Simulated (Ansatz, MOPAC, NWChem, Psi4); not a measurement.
CuF (fluorocopper): the equilibrium bond length, rung by rung

CuF, singlet, SMILES `[F][Cu]`. Each level relaxes the structure for itself.

Quantity: the equilibrium bond length, in Å. The values are calculated.

**What was measured.** Huber and Herzberg, Constants of Diatomic Molecules gives the equilibrium bond length of the gas as 1.745 Å.

```csv
level,kind,program,value (Å),computed − measured
PM6,semi-empirical,MOPAC,1.659,-0.086
PM6-D3,semi-empirical,MOPAC,1.660,-0.085
PM6-DH2,semi-empirical,MOPAC,1.659,-0.086
PM7-HH,semi-empirical,MOPAC,1.694,-0.051
BP86/def2-SVP,GGA,NWChem,1.742,-0.003
B3LYP-D3(BJ)/6-31G* (spherical functions),global hybrid,NWChem,1.810,+0.065
B3LYP/def2-SVP,global hybrid,Ansatz,1.751,+0.006
PBE0-D4/def2-TZVP,global hybrid,Ansatz,1.765,+0.020
"MP2/def2-SVPD (density fitting, density fitting for correlation)",perturbation theory,Psi4,1.783,+0.038
```

Nearest: BP86/def2-SVP (-0.003 Å); farthest: PM6-DH2 (-0.086 Å). Computed less measured by kind, in Å (def2-SVP rows): semi-empirical -0.086 to -0.051; GGA -0.003; global hybrid +0.006.
